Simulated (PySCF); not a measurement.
Job file and geometry (Å, from GFN2-xTB) of an NMR shielding run on `InChI=1S/C3H12ClNSi2/c1-5(2)3-7(4)6/h7H,3H2,1-2,6H3/t7-/m1/s1`, GIAO PBE0/pcSseg-1 NMR shielding, non-relativistic, gas phase in PySCF; density fitting, a coarse starting grid and PySCF grid level 2 are the driver's defaults:

```
$ OMP_NUM_THREADS=1 python probes_run.py task.json out

{"job": {"kind": "nmr", "xc": "PBE0", "basis": "pcSseg-1"}, "charge": 0, "multiplicity": 1}
C     -1.956000    -0.596822     1.076968
N     -0.828338    -0.002957     0.385720
C     -1.159099     1.324961    -0.082893
C     -0.361255    -0.850073    -0.702898
Si     1.396815    -0.332259    -1.255130
Si     2.598772     0.318641     0.615662
Cl     2.198990    -1.970741    -2.176623
H     -1.662683    -1.566942     1.476100
H     -2.830805    -0.735903     0.421754
H     -2.244414     0.045094     1.908724
H     -1.480050     1.933162     0.761801
H     -0.278764     1.786223    -0.526090
H     -1.964611     1.317547    -0.835034
H     -1.083846    -0.865074    -1.537949
H     -0.311987    -1.874451    -0.323669
H      1.294786     0.637759    -2.358660
H      2.089707     1.580663     1.155614
H      2.557519    -0.675045     1.690963
H      4.015459     0.535469     0.298175
```

**Question.** What does the program print?

**Answer.** 
```
coarse grid: 16632 points
cycle   1  E = -1214.7593347137  dE =  4.246e-01  |g| = 3.699e-01  |ddm| = 3.755e+00
cycle   2  E = -1214.7569470379  dE =  2.388e-03  |g| = 3.947e-01  |ddm| = 9.085e-01
cycle   3  E = -1214.7968186748  dE = -3.987e-02  |g| = 5.523e-02  |ddm| = 5.111e-01
cycle   4  E = -1214.7973112357  dE = -4.926e-04  |g| = 2.785e-02  |ddm| = 7.382e-02
cycle   5  E = -1214.7974616217  dE = -1.504e-04  |g| = 5.690e-03  |ddm| = 3.016e-02
cycle   6  E = -1214.7974684968  dE = -6.875e-06  |g| = 1.242e-03  |ddm| = 7.407e-03
final grid: 144680 points
cycle   7  E = -1214.8346847939  dE = -3.310e-05  |g| = 7.875e-03  |ddm| = 2.490e-02
cycle   8  E = -1214.8346788128  dE =  5.981e-06  |g| = 9.025e-03  |ddm| = 1.702e-02
cycle   9  E = -1214.8346998293  dE = -2.102e-05  |g| = 9.919e-04  |ddm| = 1.008e-02
cycle  10  E = -1214.8347000145  dE = -1.852e-07  |g| = 3.190e-04  |ddm| = 1.259e-03
cycle  11  E = -1214.8347000344  dE = -1.993e-08  |g| = 4.211e-05  |ddm| = 2.639e-04
cycle  12  E = -1214.8347000347  dE = -3.183e-10  |g| = 1.922e-05  |ddm| = 6.360e-05
converged SCF energy = -1214.8347000347

GIAO shielding tensors (ppm)
atom      isotropic    diamagn.    paramagn.     s11        s22        s33       span
  0 C      134.175     246.662    -112.487    105.308    111.548    185.671     80.363
  1 N      226.290     322.184     -95.894    192.616    235.109    251.145     58.529
  2 C      137.606     249.217    -111.611    110.464    120.929    181.426     70.962
  3 C      131.446     253.520    -122.074     99.355    112.142    182.841     83.486
  4 Si     345.834     878.589    -532.755    294.916    359.357    383.228     88.312
  5 Si     463.203     880.021    -416.818    453.263    460.501    475.845     22.582
  6 Cl    1014.237    1147.951    -133.714    957.255   1007.863   1077.594    120.339
  7 H       29.217      30.824      -1.607     24.720     27.122     35.808     11.088
  8 H       29.776      29.733       0.043     26.568     27.013     35.747      9.180
  9 H       29.245      30.287      -1.041     24.939     26.298     36.499     11.559
 10 H       29.339      31.402      -2.063     25.581     26.243     36.192     10.611
 11 H       29.712      32.688      -2.976     24.842     29.475     34.818      9.976
 12 H       30.006      31.053      -1.047     26.946     27.415     35.656      8.711
 13 H       29.451      32.237      -2.785     25.907     29.544     32.903      6.995
 14 H       29.527      33.539      -4.012     25.080     29.404     34.097      9.016
 15 H       25.996      29.167      -3.171     21.829     25.769     30.389      8.560
 16 H       28.223      29.598      -1.375     24.092     27.415     33.162      9.070
 17 H       28.151      29.355      -1.204     24.891     26.470     33.092      8.201
 18 H       28.301      28.211       0.091     24.766     25.904     34.234      9.468
```

**Question.** Turn these shieldings into chemical shifts. δ = σ(ref) − σ, references computed at the same level: TMS for ¹³C (σ = 186.93 ppm) and ²⁹Si (σ = 349.16 ppm) and ¹H (σ = 31.72 ppm); ¹⁵N (σ = 267.73 ppm) vs NH3; HCl for ³⁵Cl (σ = 949.78 ppm).

**Answer.** Averaging equivalent atoms: C 3: 55.5; C 0/2: 51.0; N 1: 41.4; Si 4: 3.3; Si 5: -114.0; Cl 6: -64; H 15: 5.72; H 16/17/18: 3.49; H 13: 2.27; H 14: 2.19; H 7/8/9/10/11/12: 2.17 ppm. Experimental scales use liquid or dissolved standards, which lie at an offset from isolated NH3 (liquid NH3: subtract about 20 ppm).

Size and cost of the density-fitted run: 200 basis functions, 35 s wall time on 1 thread of an Arm Neoverse V2, shared host; peak memory 0.91 GiB.
